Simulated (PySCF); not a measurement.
Gas-phase reaction: 2 AgH ⇌ 2 Ag + H₂

Method: PySCF energies plus ideal-gas RRHO corrections (1 bar). † marks an energy on the PBE0/def2-TZVP geometry and frequencies. MP2 and CCSD(T) freeze the core. Open shells (unrestricted): Ag (multiplicity 2); the rest are closed-shell singlets. Ag: scalar-relativistic def2 core potential, no spin-orbit coupling. MP2 isn't extrapolated to the basis-set limit; its ΔH°(298 K) is -1.8 kJ in def2-SVP and 8.2 kJ in def2-TZVPP. CCSD(T) isn't extrapolated to the basis-set limit; its ΔH°(298 K) is 10.1 kJ in def2-SVP and 16.1 kJ in def2-TZVPP. The harmonic model lacks anharmonicity and excited electronic states, which grow with temperature; levels with a mode under 35 cm⁻¹ are left out. Warning, large T1 diagnostic: AgH (CCSD(T)/def2-SVP†).

ΔH° and ΔS° at 298 K: BLYP/def2-TZVP† 25 kJ, 67 J/K; CCSD(T)/def2-SVP† 10 kJ, 67 J/K; HF/def2-TZVP† -122 kJ, 67 J/K; M06-2X/def2-TZVP† -41 kJ, 67 J/K; MP2/def2-TZVPP† 8 kJ, 67 J/K.

### Question
With the heat capacities included, give log10 K (1 bar) at 500, 600, 1000, 1200, 1600 K from BLYP/def2-TZVP†, CCSD(T)/def2-SVP†, HF/def2-TZVP†, M06-2X/def2-TZVP†, MP2/def2-TZVPP†.

### Answer
```
T (K)  BLYP/def2-TZVP†  CCSD(T)/def2-SVP†  HF/def2-TZVP†  M06-2X/def2-TZVP†  MP2/def2-TZVPP†
-----  ---------------  -----------------  -------------  -----------------  ---------------
500                1.0                2.5           16.4                7.9              2.7
600                1.5                2.8           14.3                7.2              2.9
1000               2.5                3.3           10.2                5.9              3.4
1200               2.8                3.4            9.2                5.6              3.5
1600               3.1                3.6            7.9                5.2              3.6
```
